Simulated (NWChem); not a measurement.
All runs are NWChem calculations. System: H₄N₂Si, charge 0, spin multiplicity 1, at a geometry optimised with PBE0/def2-SVP. The structure started from a generated list of species. Level: EOM-CCSD/def2-SVPD, 7 core orbitals frozen.

Job file:

```
start mol
memory heap 100 mb stack 700 mb global 1900 mb
geometry units angstroms nocenter noautoz
  Si     0.000000     0.000000    -0.666464
  N      1.324522     0.000000     0.443527
  H      1.291020     0.000000     1.459136
  H      2.278372     0.000000     0.101425
  N     -1.324522     0.000000     0.443527
  H     -2.278372     0.000000     0.101425
  H     -1.291020     0.000000     1.459136
  symmetry group C2v
end
basis spherical
  * library def2-svpd
end
scf
  rhf
  nopen 0
  maxiter 100
  thresh 1e-7
  semidirect memsize 60000000 filesize 0
end
tce
  freeze core 7
  ccsd
  nroots 1
  2eorb
  2emet 13
  thresh 1e-5
  maxiter 200
  tilesize 24
end
task tce energy
```

NWChem printed:

```
             Northwest Computational Chemistry Package (NWChem) 7.3.0
             --------------------------------------------------------

                                NWChem Input Module
                                -------------------

 Scaling coordinates for geometry "geometry" by  1.889725989
 (inverse scale =  0.529177249)

 Turning off AUTOSYM since
 SYMMETRY directive was detected!

                             Geometry "geometry" -> ""
                             -------------------------

 Output coordinates in angstroms (scale by  1.889725989 to convert to a.u.)

  No.       Tag          Charge          X              Y              Z
 ---- ---------------- ---------- -------------- -------------- --------------
    1 Si                  14.0000     0.00000000     0.00000000    -0.66646400
    2 N                    7.0000     1.32452200     0.00000000     0.44352700
    3 H                    1.0000     1.29102000     0.00000000     1.45913600
    4 H                    1.0000     2.27837200     0.00000000     0.10142500
    5 N                    7.0000    -1.32452200     0.00000000     0.44352700
    6 H                    1.0000    -2.27837200     0.00000000     0.10142500
    7 H                    1.0000    -1.29102000     0.00000000     1.45913600

 Effective nuclear repulsion energy (a.u.)     102.4444717127

            Nuclear Dipole moment (a.u.)
            ----------------------------
        X                 Y               Z
 ---------------- ---------------- ----------------
     0.0000000000     0.0000000000     0.0000075589

      Symmetry information
      --------------------

 Group name             C2v
 Group number             16
 Group order               4
 No. of unique centers     4

      Symmetry unique atoms

     1    2    3    4


 Summary of "ao basis" -> "" (spherical)
 ------------------------------------------------------------------------------
       Tag                 Description            Shells   Functions and Types
 ---------------- ------------------------------  ------  ---------------------
 *                         def2-svpd                  on all atoms

 Summary of "ao basis" -> "ao basis" (spherical)
 ------------------------------------------------------------------------------
       Tag                 Description            Shells   Functions and Types
 ---------------- ------------------------------  ------  ---------------------
 Si                        def2-svpd                10       24   5s3p2d
 N                         def2-svpd                 8       20   4s2p2d
 H                         def2-svpd                 4        8   2s2p

                                 NWChem SCF Module
                                 -----------------

  ao basis        = "ao basis"
  functions       =    96
  atoms           =     7
  closed shells   =    16
  open shells     =     0
  charge          =   0.00
  wavefunction    = RHF
  use symmetry    = T
  symmetry adapt  = T

 Summary of "ao basis" -> "ao basis" (spherical)
 ------------------------------------------------------------------------------
       Tag                 Description            Shells   Functions and Types
 ---------------- ------------------------------  ------  ---------------------
 Si                        def2-svpd                10       24   5s3p2d
 N                         def2-svpd                 8       20   4s2p2d
 H                         def2-svpd                 4        8   2s2p
[...]
                   / eV      =        6.713293234928788
 largest EOMCCSD amplitudes: R1 and R2

 Singles contributions
    17a1  (alpha) ---    15a2  (alpha)       -0.8481125301
    20a1  (alpha) ---    15a2  (alpha)        0.2219299559
    19b1  (alpha) ---    14b2  (alpha)        0.2310512325

 Doubles contributions

 =========================================
 Excited-state calculation ( b1  symmetry)
 =========================================
 Dim. of EOMCC iter. space      500

 EOMCCSD SOLVER TYPE  1
  maxdiff =   0.44052094011991394

 No. of initial right vectors    1

 EOM-CCSD right-hand side iterations
 --------------------------------------------------------------
      Residuum       Omega / hartree  Omega / eV    Cpu    Wall
 --------------------------------------------------------------

 Iteration   1 using    1 trial vectors
   0.4024317577517   0.3256171196521    8.86050     0.8     0.8

 Iteration   2 using    2 trial vectors
   0.1142339005634   0.2516866757006    6.84875     0.6     0.6

 Iteration   3 using    3 trial vectors
   0.0523108443200   0.2446817262869    6.65813     0.6     0.6

 Iteration   4 using    4 trial vectors
   0.0330301770835   0.2422584032218    6.59219     0.6     0.6

 Iteration   5 using    5 trial vectors
   0.0274144708479   0.2407059132966    6.54994     0.6     0.6

 Iteration   6 using    6 trial vectors
   0.0357847387309   0.2390905250950    6.50599     0.6     0.6

 Iteration   7 using    7 trial vectors
   0.0489769275275   0.2367244328787    6.44160     0.6     0.6

 Iteration   8 using    8 trial vectors
   0.0489150430944   0.2335984981022    6.35654     0.6     0.6

 Iteration   9 using    9 trial vectors
   0.0353670359749   0.2310665440735    6.28764     0.6     0.6

 Iteration  10 using   10 trial vectors
   0.0211913886509   0.2302900557212    6.26651     0.6     0.6

 Iteration  11 using   11 trial vectors
   0.0118396936227   0.2299164857367    6.25635     0.6     0.6

 Iteration  12 using   12 trial vectors
   0.0049903332092   0.2298722835024    6.25515     0.6     0.6

 Iteration  13 using   13 trial vectors
   0.0020513101116   0.2298825395766    6.25542     0.6     0.6

 Iteration  14 using   14 trial vectors
   0.0009061269742   0.2298822646795    6.25542     0.6     0.6

 Iteration  15 using   15 trial vectors
   0.0004842104568   0.2298842225010    6.25547     0.6     0.6

 Iteration  16 using   16 trial vectors
   0.0002872868250   0.2298843235758    6.25547     0.6     0.6

 Iteration  17 using   17 trial vectors
   0.0001367446225   0.2298850945788    6.25549     0.6     0.6

 Iteration  18 using   18 trial vectors
   0.0000632613615   0.2298854278765    6.25550     0.6     0.6

 Iteration  19 using   19 trial vectors
   0.0000338920570   0.2298852764889    6.25550     0.6     0.6

 Iteration  20 using   20 trial vectors
   0.0000172832460   0.2298852861015    6.25550     0.6     0.6

 Iteration  21 using   21 trial vectors
   0.0000078289428   0.2298852663876    6.25550     0.6     0.6
 --------------------------------------------------------------
 Iterations converged
 ------------------

 Excited state root  1
 Excitation energy / hartree =        0.229885266387630
                   / eV      =        6.255499041227813
 largest EOMCCSD amplitudes: R1 and R2

 Singles contributions
    19b1  (alpha) ---    16a1  (alpha)        0.4442836225
    18b2  (alpha) ---    15a2  (alpha)       -0.7704096943

 Doubles contributions
    18b2  (alpha)    18b2  (beta ) ---    15a2  (alpha)    14b2  (beta )       -0.1210323431
    18b2  (alpha)    18b2  (beta ) ---    14b2  (alpha)    15a2  (beta )       -0.1210323431

 =========================================
 Excited-state calculation ( b2  symmetry)
 =========================================
 Dim. of EOMCC iter. space      500

 EOMCCSD SOLVER TYPE  1
  maxdiff =   0.43133337552473827

 No. of initial right vectors    1

 EOM-CCSD right-hand side iterations
 --------------------------------------------------------------
      Residuum       Omega / hartree  Omega / eV    Cpu    Wall
 --------------------------------------------------------------

 Iteration   1 using    1 trial vectors
   0.4276409699666   0.2855393507508    7.76992     0.8     0.8

 Iteration   2 using    2 trial vectors
   0.1233222133969   0.2116151921101    5.75834     0.5     0.5

 Iteration   3 using    3 trial vectors
   0.0536431427244   0.2041186122077    5.55435     0.5     0.5

 Iteration   4 using    4 trial vectors
   0.0268922066092   0.2015243564336    5.48376     0.5     0.5

 Iteration   5 using    5 trial vectors
   0.0145216710665   0.2007748208603    5.46336     0.5     0.5

 Iteration   6 using    6 trial vectors
   0.0080438756014   0.2005589090978    5.45749     0.5     0.5

 Iteration   7 using    7 trial vectors
   0.0063669412645   0.2004806126899    5.45536     0.6     0.6

 Iteration   8 using    8 trial vectors
   0.0048408511236   0.2004762183484    5.45524     0.6     0.6

 Iteration   9 using    9 trial vectors
   0.0026586040159   0.2004614067112    5.45483     0.6     0.6

 Iteration  10 using   10 trial vectors
   0.0011903036114   0.2004553200095    5.45467     0.6     0.6

 Iteration  11 using   11 trial vectors
   0.0004762770936   0.2004541255383    5.45464     0.6     0.6

 Iteration  12 using   12 trial vectors
   0.0002129790031   0.2004523530728    5.45459     0.6     0.6

 Iteration  13 using   13 trial vectors
   0.0001085196487   0.2004514900076    5.45456     0.6     0.6

 Iteration  14 using   14 trial vectors
   0.0000562618726   0.2004513371075    5.45456     0.6     0.6

 Iteration  15 using   15 trial vectors
   0.0000297905795   0.2004514242976    5.45456     0.6     0.6

 Iteration  16 using   16 trial vectors
   0.0000163770758   0.2004515095648    5.45457     0.6     0.6

 Iteration  17 using   17 trial vectors
   0.0000084850813   0.2004515219011    5.45457     0.6     0.6
 --------------------------------------------------------------
 Iterations converged
 ------------------

 Excited state root  1
 Excitation energy / hartree =        0.200451521901064
                   / eV      =        5.454565761297674
 largest EOMCCSD amplitudes: R1 and R2

 Singles contributions
    19b1  (alpha) ---    15a2  (alpha)       -0.1095361146
    18b2  (alpha) ---    16a1  (alpha)       -0.8998215428
    25b2  (alpha) ---    16a1  (alpha)       -0.1249618867

 Doubles contributions

 Task  times  cpu:       60.2s     wall:       60.2s

 Total times  cpu:       60.2s     wall:       60.2s
```
